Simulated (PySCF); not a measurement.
## Deuteron quadrupole couplings in `C=CC(=C)C(=O)OC`

Compound: C6H8O2.
Structure used (GFN2-xTB), in Å, numbered top down from 1:
```xyz
16
C6H8O2 angstrom
C     -0.9477    1.9433   -0.4934
C     -0.4795    1.0692   -1.3751
C     -0.1332   -0.3201   -1.1103
C      0.0464   -1.2037   -2.0964
C      0.0343   -0.8215    0.2864
O     -0.2720   -1.9291    0.6493
O      0.6149    0.0793    1.0896
C      0.8458   -0.3401    2.4258
H     -1.2049    2.9463   -0.7880
H     -1.0940    1.6984    0.5436
H     -0.3730    1.3614   -2.4123
H     -0.0397   -0.9249   -3.1331
H      0.2776   -2.2321   -1.8794
H     -0.1035   -0.5111    2.9381
H      1.4205   -1.2683    2.4379
H      1.4003    0.4619    2.9058
```

Level: PBE0/pcSseg-1 (PySCF, non-relativistic); Q(2H) = 0.00286 b; rigid geometry, the same for H and D, with no vibrational averaging.

Question: Rank these positions by the coupling χzz of a deuteron there, largest first.
A. H11 (vinylic hydrogen)
B. H15 (methyl hydrogen)
C. H16 (methyl hydrogen)
D. H9 (vinylic hydrogen)

Answer: D (227 kHz), A (215 kHz), C (206 kHz), B (199 kHz).

Q: Give the electric field gradient Vzz (the principal value of largest size), its asymmetry and the 2H coupling at each hydrogen.

A: 
```tsv
atom	bonded to	bond length (Å)	Vzz (au)	η	χzz (kHz)
H9	C1	1.077	0.3372	0.05	227
H10	C1	1.076	0.3364	0.06	226
H11	C2	1.083	0.3206	0.07	215
H12	C4	1.077	0.3347	0.04	225
H13	C4	1.076	0.3319	0.04	223
H14	C8	1.092	0.2960	0.10	199
H15	C8	1.092	0.2957	0.10	199
H16	C8	1.087	0.3070	0.08	206
```

Q: How does χzz go with the bond length over the 8 C–H bonds?

A: A straight-line fit has a slope of -16.9 kHz for each 0.01 Å, with a correlation coefficient of -0.99, over lengths from 1.076 to 1.092 Å. The longer bonds have the smaller couplings here.

Q: Give the 2H NMR doublet splittings at H11 for a magnetic field along the z, y and x axes of the gradient: 3χ/2, 3χ(1 + η)/4, 3χ(1 − η)/4.

A: With |χ| = 215.5 kHz and η = 0.074: 323, 174 and 150 kHz, to first order and without motion.

The structure is a single GFN2-xTB conformer in the gas phase; no vibrational or solvent corrections. GFN2-xTB bond lengths can be off by several hundredths of an ångström, more for odd bonds, and the gradients follow them. The basis is small and wasn't made for field gradients, so the couplings can be 20 % off.
